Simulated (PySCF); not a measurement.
C2H4F2OSi, SMILES O=C([SiH3])C(F)F.

Geometry optimised at B3LYP-D3(BJ)/def2-SVP. Other conformers were not sampled.

All values below come from B3LYP-D3(BJ)/def2-SVP in PySCF.

Frequencies are harmonic and unscaled.

```
mode  ν (cm⁻¹)  IR (km/mol)  moving atoms (share of kinetic energy)
----  --------  -----------  --------------------------------------
1           21          1.4                  F 38 %, H 38 %, O 14 %
2           83          2.9                          H 61 %, F 27 %
3          147          3.3          F 38 %, Si 35 %, H 11 %, O 9 %
4          193          3.9                  F 59 %, O 18 %, C 13 %
5          339         29.2                 O 50 %, Si 29 %, H 13 %
6          428         11.0          F 52 %, O 22 %, C 15 %, H 11 %
7          481         16.4                  H 62 %, C 22 %, F 10 %
8          541         27.6                 C 33 %, H 32 %, Si 21 %
9          603          2.2          F 49 %, C 20 %, H 16 %, O 11 %
10         700         19.6           H 39 %, C 28 %, F 17 %, O 8 %
11         737         11.5                          C 57 %, H 28 %
12         903        195.9                          H 90 %, Si 9 %
13         940         49.0                                  H 96 %
14         949         37.4                                  H 97 %
15        1114        190.8                   C 56 %, F 34 %, H 9 %
16        1131         33.8                          C 75 %, F 17 %
17        1165         43.0                  C 54 %, H 28 %, F 16 %
18        1335         48.2                          H 54 %, C 42 %
19        1370         23.7                          H 84 %, C 14 %
20        1811        110.7                          C 60 %, O 40 %
21        2242         32.6                                  H 99 %
22        2252         82.3                                  H 96 %
23        2261         84.8                                  H 96 %
24        3088         31.6                           H 92 %, C 8 %
```
